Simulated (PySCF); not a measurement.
C₄H₉NaO, charge -1, doublet, at the geometry of the source list (a state made from the parent by changing its charge; the spin is typed, not shown lowest) (in this run its highest filled SCF level lies above zero, so its values depend strongly on the basis, on diffuse functions most of all). Base run: BLYP/def2-SVP (PySCF).

The PySCF input:
```python
from pyscf import gto, scf, dft

mol = gto.M(
    atom='''
Na    1.755400    2.127100    1.421100
O     0.339800    0.983300    1.230900
C    -0.003200    0.131900    0.224600
C     1.092500   -0.929600   -0.011600
C    -1.314400   -0.603600    0.590100
C    -0.232300    0.890900   -1.100100
H     0.795500   -1.642700   -0.776300
H     1.278700   -1.461000    0.918800
H     2.017700   -0.434700   -0.323600
H    -1.167200   -1.152600    1.515600
H    -1.612600   -1.291200   -0.196900
H    -2.099900    0.129200    0.749200
H     0.699200    1.377200   -1.406900
H    -0.989500    1.655900   -0.944800
H    -0.559900    0.220000   -1.890000
''',
    basis='def2-svp',
    charge=-1,
    spin=1,
    verbose=4,
)

mf = dft.UKS(mol)
mf.xc = 'blyp'
mf.kernel()
```

Variants of this job, named by their change:

| change | ΔE vs base (µEh) | fitting functions | outcome |
|---|---|---|---|
| base | 0.0 | - | converged |
| auxbasis = cc-pvqz-jkfit | - | - | input refused |
| auxbasis = def2-universal-jfit | -778 | 400 | converged |
| auxbasis = default (with mf = mf.density_fit()) | -778 | 400 | converged |
| auxbasis = even-tempered beta=1.6 | -2.7 | 1475 | converged |
| auxbasis = cc-pvdz-jkfit | - | - | input refused |
| auxbasis = autoaux | -110 | 942 | converged |
| auxbasis = cc-pvtz-jkfit | - | - | input refused |
| auxbasis = even-tempered beta=3.0 | -627 | 678 | converged |
| auxbasis = even-tempered beta=2.0 | -37.4 | 987 | converged |

A fitting set is made for a task (jfit for Coulomb, jkfit for Coulomb and exchange, ri for correlation) and for a family of orbital bases.

Open shells are given as the SCF converged; they aren't shown to be the lowest states, and a large step between rows can be another state.

- auxbasis = cc-pvqz-jkfit: ended with `pyscf.lib.exceptions.BasisNotFoundError: Basis set not found for Na in cc-pvqz-jkfit`
- auxbasis = cc-pvdz-jkfit: ended with `pyscf.lib.exceptions.BasisNotFoundError: Basis set not found for Na in cc-pvdz-jkfit`
- auxbasis = cc-pvtz-jkfit: ended with `pyscf.lib.exceptions.BasisNotFoundError: Basis set not found for Na in cc-pvtz-jkfit`
